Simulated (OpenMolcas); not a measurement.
# Computed levels of neutral oxygen

```json
{"Program": "OpenMolcas 26.06", "Method": "SS-CASPT2, IPEA 0.25 Eh, imaginary shift 0.1 Eh (closed shells correlated: 1s 2s)", "Basis": "ANO-RCC-VQZP [5s4p3d2f1g]", "Scalar Hamiltonian": "DKH2, point nucleus", "Active space": "4 electrons in 3 orbitals (2p)", "State averaging": "2S+1 = 3 even, 3 roots; 2S+1 = 1 even, 6 roots", "Spin-orbit coupling": "RASSI with atomic mean-field integrals over the reference wave functions, term energies averaged over their components"}
```

Spin-free terms above the lowest, with the occupations of the reference:

```json
{"Configuration": "2s2 2p4", "Term": "3P", "E (eV)": "0.0000", "Occupations": "2p 4.00"}
{"Configuration": "2s2 2p4", "Term": "1D", "E (eV)": "1.906", "Occupations": "2p 4.00"}
{"Configuration": "2s2 2p4", "Term": "1S", "E (eV)": "4.341", "Occupations": "2p 4.00"}
```

With spin-orbit coupling, above the lowest level:

| Configuration | Term | J | E (eV) | Measured (eV) | g | Term weight % |
| --- | --- | --- | --- | --- | --- | --- |
| 2s2 2p4 | 3P | 2 | 0.0000 | 0.0000 | 1.501 | 100 |
| 2s2 2p4 | 3P | 1 | 0.0187 | 0.0196 | 1.501 | 100 |
| 2s2 2p4 | 3P | 0 | 0.0278 | 0.0281 |  | 100 |
| 2s2 2p4 | 1D | 2 | 1.916 | 1.9674 | 1.000 | 100 |
| 2s2 2p4 | 1S | 0 | 4.350 | 4.1897 |  | 100 |

Against the 4 measured excited levels shown (NIST Handbook of Basic Atomic Spectroscopic Data) the mean absolute deviation is 430 cm-1; the largest miss in energy is 2s2 2p4 1S0: computed 4.350, measured 4.1897 eV (+3.8 %), and the largest in proportion 2s2 2p4 3P1 (-4.9 %).

Spin-orbit coupling puts the lowest level 0.0094 eV below the lowest spin-free term.

For 3P the intervals divided by the larger J are -73.6, -75.2 cm-1. Landé's interval rule makes them equal in pure LS coupling; they differ by 2 % of their mean. The multiplet is inverted.

CASPT2 breaks the degeneracy within a term, and the mean is taken; among the terms shown or strongly mixed into the levels shown the widest spread is 110 cm-1 (2s2 2p4 1D). With the s shell closed, the reference lacks s² → p² mixing. Measured partners are found by configuration, term and J. A level has none where our copy of the source lacks it or the pairing is in doubt (some pairs that miss far off the trend of their configuration count as doubtful), and it then counts in no deviation. Only configurations of the active space appear.

The term weight is that of the spin-free term in the level, not the purity of its configuration.
